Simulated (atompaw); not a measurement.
How hard is this Si PAW (atompaw) potential?

```json
{
 "Element": "Si",
 "Generator": "atompaw 4.2.0.5",
 "Type": "PAW",
 "Functional": "PBE",
 "Relativity": "non-relativistic",
 "Frozen core": "[Ne]",
 "Valence charge": "4",
 "Reference configuration": "3s2 3p2",
 "Partial waves": "3s (bound): rc 2.40 bohr; 3s channel at 1.5 Ry: rc 2.40 bohr; 3p (bound): rc 2.30 bohr; 3p channel at 4.75 Ry: rc 2.40 bohr; 3d channel at 0.25 Ry: rc 2.40 bohr; 3d channel at 1.35 Ry: rc 2.40 bohr",
 "Local potential": "bessel scheme, radius 2.00 bohr",
 "Core correction": "smooth core density matched at 1.65 bohr",
 "Augmentation charge": "besselshape compensation charge, radius 1.90 bohr; PAW radius 2.40 bohr; waves and projectors: custom rrkj vanderbiltortho"
}
```

The pseudo-atom Hamiltonian at the reference potential is diagonalised in spherical Bessel functions j_l(qr) that vanish at 20 bohr, with q² up to the cutoff. All-electron valence levels (Ry): 3s -0.7915, 3p -0.3006.

How do the lowest levels (Ry) of each channel move with the cutoff, and are there ghosts?

```json
{"cutoff (Ry)": "8", "s #1": "-0.7913", "s #2": "-0.0271", "p #1": "-0.2968", "p #2": "0.0246", "d #1": "0.0549", "d #2": "0.1319", "f #1": "0.1093", "f #2": "0.2332", "Σ f·Δε (mRy)": "8.0"}
{"cutoff (Ry)": "10", "s #1": "-0.7914", "s #2": "-0.0271", "p #1": "-0.2994", "p #2": "0.0245", "d #1": "0.0547", "d #2": "0.1313", "f #1": "0.1093", "f #2": "0.2332", "Σ f·Δε (mRy)": "2.6"}
{"cutoff (Ry)": "12", "s #1": "-0.7915", "s #2": "-0.0271", "p #1": "-0.3003", "p #2": "0.0244", "d #1": "0.0547", "d #2": "0.1310", "f #1": "0.1093", "f #2": "0.2332", "Σ f·Δε (mRy)": "0.7"}
{"cutoff (Ry)": "15", "s #1": "-0.7915", "s #2": "-0.0271", "p #1": "-0.3006", "p #2": "0.0244", "d #1": "0.0546", "d #2": "0.1309", "f #1": "0.1093", "f #2": "0.2332", "Σ f·Δε (mRy)": "0.1"}
{"cutoff (Ry)": "18", "s #1": "-0.7915", "s #2": "-0.0271", "p #1": "-0.3006", "p #2": "0.0244", "d #1": "0.0546", "d #2": "0.1309", "f #1": "0.1093", "f #2": "0.2332", "Σ f·Δε (mRy)": "0.1"}
{"cutoff (Ry)": "400", "s #1": "-0.7915", "s #2": "-0.0271", "p #1": "-0.3007", "p #2": "0.0244", "d #1": "0.0546", "d #2": "0.1309", "f #1": "0.1093", "f #2": "0.2332", "Σ f·Δε (mRy)": "0.0"}
```

Result: no extra level below or beside the all-electron valence levels (s, p, d, f tested); 10 mRy is reached at 8 Ry and 1 mRy at 12 Ry.
